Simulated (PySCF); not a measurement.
**Cu²⁺: ionisation energy**

Cu²⁺ [Ar] 3d9 (2D) → Cu³⁺ [Ar] 3d8 (3F), as a difference of total energies. Computed with PySCF 2.14 in aug-cc-pVDZ-PP with ECP10MDF (5s5p4d2f, 54 functions), with scalar relativity through the core potential. Correlated levels: valence: 3s2 3p6 frozen. The calculations carry no spin-orbit coupling.

```
           method  ionisation energy (eV)
              UHF                  34.051
           M06-2X                  37.269
              PBE                  37.049
    MP2 (valence)                  36.613
SCS-MP2 (valence)                  36.376
```

**Question.** How much does correlation contribute at MP2 (valence)?

**Answer.** 36.613 − (34.051) = 2.562 eV, measured against UHF.

The reference lies between the lowest fine-structure levels, while these numbers refer to the centres of the terms.

Errors of the correlated levels include the incompleteness of this basis and the frozen core.

For comparison: 36.841 ± 0.012 eV (measured; NIST Atomic Spectra Database, ionization energies).
